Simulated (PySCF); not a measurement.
Si(Br)(Me) (CH3BrSi), SMILES C[Si]Br (connectivity only; charge and spin as stated), neutral, multiplicity 1. Atoms are numbered in the order given.

```xyz
6

Si     0.8369     1.0840     0.0000
Br    -0.1104    -0.9952     0.0000
C     -0.7610     2.1172     0.0000
H     -0.5351     3.1941     0.0000
H     -1.3753     1.8795    -0.8845
H     -1.3753     1.8795     0.8845
```
Charge 0, spin multiplicity 1.

Geometry optimised at PBE-D3(BJ)/def2-TZVP.

Calculation: TDA-B3LYP/def2-SVPD (PySCF 2.14.0).

Vertical excitations. Gas-phase values at a fixed geometry. State labels are in the subgroup Cs.

Question: List the lowest excited states. (Estimate from the structure and the level; the computed values follow.)

Answer: 
```json
[
 {"state": "S1", "symmetry": "A\"", "energy (eV)": "2.92", "λ (nm)": "425", "f": "0.022", "main pairs": "HOMO→LUMO 97 %"},
 {"state": "S2", "symmetry": "A\"", "energy (eV)": "4.38", "λ (nm)": "283", "f": "0.008", "main pairs": "HOMO−1→LUMO 98 %"},
 {"state": "S3", "symmetry": "A'", "energy (eV)": "4.96", "λ (nm)": "250", "f": "0.007", "main pairs": "HOMO−2→LUMO 80 %, HOMO→LUMO+1 17 %"},
 {"state": "S4", "symmetry": "A\"", "energy (eV)": "5.43", "λ (nm)": "228", "f": "0.000", "main pairs": "HOMO−3→LUMO 99 %"},
 {"state": "S5", "symmetry": "A'", "energy (eV)": "5.58", "λ (nm)": "222", "f": "0.252", "main pairs": "HOMO→LUMO+1 76 %, HOMO−2→LUMO 14 %"},
 {"state": "S6", "symmetry": "A'", "energy (eV)": "6.18", "λ (nm)": "201", "f": "0.059", "main pairs": "HOMO→LUMO+2 97 %"},
 {"state": "S7", "symmetry": "A'", "energy (eV)": "6.70", "λ (nm)": "185", "f": "0.133", "main pairs": "HOMO→LUMO+3 83 %, HOMO−1→LUMO+1 14 %"},
 {"state": "S8", "symmetry": "A'", "energy (eV)": "6.98", "λ (nm)": "178", "f": "0.128", "main pairs": "HOMO−1→LUMO+1 78 %, HOMO→LUMO+3 12 %"},
 {"state": "S9", "symmetry": "A\"", "energy (eV)": "7.02", "λ (nm)": "177", "f": "0.011", "main pairs": "HOMO−2→LUMO+1 98 %"},
 {"state": "S10", "symmetry": "A\"", "energy (eV)": "7.29", "λ (nm)": "170", "f": "0.039", "main pairs": "HOMO→LUMO+4 98 %"},
 {"state": "T1", "symmetry": "A\"", "energy (eV)": "1.65", "λ (nm)": "749", "f": "0", "main pairs": "HOMO→LUMO 97 %"},
 {"state": "T2", "symmetry": "A\"", "energy (eV)": "4.06", "λ (nm)": "305", "f": "0", "main pairs": "HOMO−1→LUMO 97 %"},
 {"state": "T3", "symmetry": "A'", "energy (eV)": "4.14", "λ (nm)": "299", "f": "0", "main pairs": "HOMO−2→LUMO 98 %"},
 {"state": "T4", "symmetry": "A'", "energy (eV)": "4.36", "λ (nm)": "284", "f": "0", "main pairs": "HOMO→LUMO+1 94 %"}
]
```
Triplets are in the Tamm–Dancoff approximation.
